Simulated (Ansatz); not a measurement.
Compare A (`C[NH][GaH2]`) with its isomer B (`[CH3][GaH][NH2]`).

Isolated molecules relaxed with PBE0-D4/def2-TZVP in Ansatz; ΔE leaves out vibrations. CBS: MP2 limit from def2 TZ/QZ plus the TZ coupled-cluster correction, frozen cores. DFT in def2-TZVPP. B3LYP here is the variant with VWN-RPA as its local correlation; programs differ in this. For Ga outer-core shells are correlated without core-valence functions, which leaves a few kJ/mol of doubt a bond. Scalar relativity is left out up to krypton. One conformer a species, not always the lowest.

A:

Z-matrix (Å, degrees):
```
C
N 1 1.443
H 1 1.097 2 112.4
H 1 1.093 2 109.8 3 119.3
H 1 1.097 2 112.4 3 -121.5
Ga 2 1.815 1 127.7 3 -119.3
H 2 1.008 1 113.1 3 60.7
H 6 1.561 2 116.6 1 -180.0
H 6 1.562 2 116.0 1 -0.0
```

B:

```xyz
9

C     0.117    0.062    1.489
Ga    0.509    0.360   -0.410
N    -0.596   -0.393   -1.642
H    -0.048    1.014    1.999
H     0.962   -0.426    1.982
H    -0.768   -0.560    1.625
H     1.699    1.197   -0.992
H    -0.478   -0.298   -2.636
H    -1.398   -0.956   -1.415
```

(1) Which is lower in electronic energy at CCSD(T)/CBS, and by how much? (Estimate.)

(2) Give E(B) − E(A) in kcal/mol with r2SCAN-D4, B3LYP-D4, CCSD/def2-TZVPP, CCSD(T)/def2-SVP, ωB97M-V, BLYP-D4, B2PLYP. (Best estimate.)

(3) Does the order hold for the free energy at 298.15 K (harmonic terms from PBE0-D4)? (An estimate is asked.)

Largest T1 diagnostic: 0.015.

## Answers

(1) Ansatz gave: B, by 18.7 kcal/mol.

(2) Ansatz gave: r2SCAN-D4 -17.4, B3LYP-D4 -16.3, CCSD/def2-TZVPP -17.6, CCSD(T)/def2-SVP -12.7, ωB97M-V -17.5, BLYP-D4 -15.7, B2PLYP -17.3. None reverses the order clearly.

(3) Computed: Yes: G(B) − G(A) = -19.3 kcal/mol, for one conformer each. Modes under 60 cm⁻¹, often nearly free rotors, make the harmonic entropy too high.

In def2-TZVPP, CCSD(T) changes the Hartree–Fock value by −1.6 kcal/mol (the triples alone add −0.0 kcal/mol) and MP2 by −2.9 kcal/mol. Leaving LDA and LC-ωPBE aside and taking each functional with its dispersion term where it has one, the values, not all of them listed here, spread over 2.4 kcal/mol, from PBE-QIDH to B97M-V. LDA lies +1.1 kcal/mol from PBE without D4.
